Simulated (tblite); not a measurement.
Run record: tight-binding relaxation, `CC/C(=C\BP)OC`.

Computed with GFN2-xTB geometry optimisation, gas phase (tblite 0.8.0). Start geometry: from a force field or distance geometry. The input is one job of a driver script: a line of settings, then coordinates in Å.

Command:
```bash
OMP_NUM_THREADS=1 python probes_run.py task.json out
```

Input:
```
{"job": {"kind": "relax", "xc": "GFN2-xTB", "basis": "xTB"}, "charge": 0, "multiplicity": 1}
C     -1.590400    -2.059000     0.056400
C     -0.829900    -0.962900    -0.654800
C     -0.425800     0.087200     0.307100
C      0.825500     0.435100     0.537500
B      2.034200    -0.267800    -0.145400
P      3.702300     0.702100    -0.248700
O     -1.398800     0.816100     1.012100
C     -1.772300     2.075900     0.459100
H     -2.179600    -1.670900     0.903300
H     -0.857200    -2.815800     0.388000
H     -2.305500    -2.552200    -0.674700
H     -1.514300    -0.595100    -1.446600
H      0.074500    -1.360900    -1.127500
H      1.074800     1.223800     1.260600
H      1.965300    -1.417700    -0.368100
H      3.967900     1.251400    -1.552900
H      4.806800    -0.055700     0.302600
H     -2.543000     2.551000     1.094500
H     -2.185700     1.930600    -0.577500
H     -0.853800     2.695600     0.472100
```

Output:
```
step      E/eV     max force
  0    -667.74997    2.484
  1    -668.02530    1.578
  2    -668.29232    1.414
  3    -668.51227    1.298
  4    -668.69127    1.031
  5    -668.76417    0.587
  6    -668.81615    0.587
  7    -668.84599    0.525
  8    -668.87142    0.381
  9    -668.89041    0.309
... (181 lines left out)
191    -669.54645    0.024
192    -669.54655    0.025
193    -669.54666    0.024
194    -669.54676    0.018
195    -669.54684    0.017
196    -669.54690    0.018
197    -669.54693    0.011
198    -669.54696    0.011
199    -669.54698    0.011
200    -669.54701    0.010
```

«max force» is the largest atomic force in eV/Å.

Q: From which step on does the largest force stay under 0.1 eV/Å, and how much energy is left to gain from there?

A: From step 120 (0.065 eV/Å), 14.8 meV above the end.

In short: energy lowered by 41.4 kcal/mol over 200 steps; largest atomic force 0.010 eV/Å at the end.

Q: Where do the atoms end?

A: 0.858 Å rms from the input after alignment:
```
atom  x, y, z in Å
C1    -1.2495   -2.1726    0.3099
C2    -1.0236   -1.1627   -0.8170
C3    -0.5936    0.1668   -0.2612
C4     0.6820    0.5066    0.0277
B5     1.9229   -0.3546   -0.1551
P6     3.5863    0.3259    0.4150
O7    -1.6785    0.9530   -0.0761
C8    -1.5290    2.2329    0.4931
H9    -2.0050   -1.8072    1.0009
H10   -0.3246   -2.3340    0.8574
H11   -1.5850   -3.1217   -0.1007
H12   -1.9577   -1.0148   -1.3616
H13   -0.2669   -1.5399   -1.5015
H14    0.8312    1.5019    0.4349
H15    1.8914   -1.4634   -0.5340
H16    3.4581    1.6413    0.0088
H17    4.3709   -0.0494   -0.6586
H18   -2.5333    2.6481    0.5570
H19   -0.9092    2.8782   -0.1367
H20   -1.0920    2.1762    1.4947
```

Time: 1.3 s. Hardware: Arm Neoverse V2, one thread, shared host with 32 logical CPUs at a one-minute load of 46.
Labels such as C1 count atoms from 1, the log's own numbers from 0.
